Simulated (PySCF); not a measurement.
**`C=C[SiH2][Si@H](Cl)CF` in a uniform electric field**

Species: C3H8ClFSi2.
Cartesian coordinates in Å at the GFN2-xTB level; atoms count from 1:
```xyz
15
C3H8ClFSi2 angstrom
C     -2.675    0.890   -0.212
C     -1.985   -0.156   -0.639
Si    -0.667   -1.057    0.356
Si     1.429   -0.567   -0.535
Cl     2.710   -2.149   -0.513
C      2.305    0.746    0.574
F      1.447    1.802    0.815
H     -2.526    1.301    0.773
H     -3.417    1.387   -0.819
H     -2.180   -0.520   -1.642
H     -0.957   -2.498    0.283
H     -0.762   -0.657    1.767
H      1.492   -0.038   -1.903
H      3.201    1.177    0.118
H      2.581    0.347    1.555
```

Level: PBE0/def2-SVPD (PySCF); nuclei fixed, core orbitals frozen in the response. Permanent dipole (-0.786, 0.223, -0.285) D (1 au = 2.5417 D). Static polarisability (au):

```
x   126.19 -15.34  -1.45
y   -15.34 106.56   3.30
z    -1.45   3.30  89.57
```

Only the terms in μ and α are kept: μ(F) = μ + αF and ΔE = −μ·F − ½ F·αF.

A field of 0.001 au (0.051 V/Å) is applied along each axis in both senses. Find the induced dipole, the size of the total dipole and the two energy terms.

| field along | induced x (D) | induced y (D) | induced z (D) | total size (D) | −μ·F (kJ/mol) | −½F·αF (kJ/mol) |
| --- | --- | --- | --- | --- | --- | --- |
| +x | 0.321 | -0.039 | -0.004 | 0.578 | +0.812 | -0.166 |
| −x | -0.321 | 0.039 | 0.004 | 1.172 | -0.812 | -0.166 |
| +y | -0.039 | 0.271 | 0.008 | 1.001 | -0.230 | -0.140 |
| −y | 0.039 | -0.271 | -0.008 | 0.804 | +0.230 | -0.140 |
| +z | -0.004 | 0.008 | 0.228 | 0.825 | +0.294 | -0.118 |
| −z | 0.004 | -0.008 | -0.228 | 0.960 | -0.294 | -0.118 |

For the field (0.0010, 0.0001, -0.0002) au, what is the induced dipole, and what angle does it make with the field?

αF = (0.318, -0.014, -0.048) D, at 8.4° to the field. The polarisability along this direction, F·αF/F², is 122.11 au, against a mean of 107.44 au.

At what field along the permanent dipole would the induced dipole along it equal the permanent one, in this linear picture?

The polarisability along the dipole is 126.67 au, so F = 0.3404 au / 126.67 au = 0.0027 au = 0.14 V/Å; higher-order terms are ignored.

What field makes μF equal to kT at 298 K?

kT = 0.9437 × 10⁻³ Eh, so F = 0.00277 au = 14.3 MV/cm.

A unit point charge sits 15 Å away. Estimate the induction energy −αe²/2R⁴ with the mean polarisability, treating the molecule as a point.

R = 28.35 bohr, so the energy is −107.4/(2 × 28.35⁴) Eh = -0.218 kJ/mol. The charge–dipole term at its most favourable orientation, −μe/R², is -1.11 kJ/mol.

One conformer (not necessarily the lowest) at the GFN2-xTB geometry, without solvent, vibrations or thermal averaging.
